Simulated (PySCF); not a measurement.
C₅H₆F₂.
Numbering: `[CH2:1]=[CH:2]/[CH:3]=[CH:4]/[CH:5]([F:6])[F:7]` (hydrogens: H8, H9 on C1; H10 on C2; H11 on C3; H12 on C4; H13 on C5)

Torsions of this conformer, `[CH2:1]=[CH:2]/[CH:3]=[CH:4]/[CH:5]([F:6])[F:7]`: C1–C2–C3–C4 180°, C3–C4–C5–F6 -127°.

The closed-shell ground state was solved at several levels (PySCF, density fitting, gas phase, non-relativistic). Isolated species at its PBE0-D3(BJ)/def2-SVP geometry (one conformer only).

| level | basis functions | total energy (Eh) | HOMO (eV) | LUMO (eV) | gap (eV) | dipole (D) |
| --- | --- | --- | --- | --- | --- | --- |
| CAM-B3LYP/def2-SVPD | 194 | -393.3598 | -8.46 | -0.31 | 8.15 | 2.43 |
| PBE0/pcSseg-1 | 149 | -393.3235 | -7.18 | -1.34 | 5.84 | 2.27 |
| B3LYP/pcJ-1 | 249 | -393.8027 | -6.95 | -1.51 | 5.44 | 2.28 |

Task: Estimate the row for wB97X-D/pcSseg-2, a basis of 336 functions; the other rows only guide the guess.

Result: Total energy -393.8213 Eh, HOMO -8.93 eV, LUMO 0.35 eV, gap 9.28 eV, dipole 2.30 D.

Task: Over all these levels, which gives the widest orbital gap and which the narrowest?

Result: wB97X-D/pcSseg-2 (range-separated hybrid) has the widest, 9.28 eV, and B3LYP/pcJ-1 (global hybrid, 20 % exact exchange) the narrowest, 5.44 eV. Functional and basis both differ between the two, so the spread mixes both effects.

Task: How far do the dipole and the HOMO energy spread over the levels?

Result: The dipole runs from 2.27 to 2.43 D (mean 2.32 D) and the HOMO from -8.93 to -6.95 eV.

The pairwise dispersion term of wB97X-D wasn't added to the energies; at a given geometry it leaves orbitals and properties as they are.
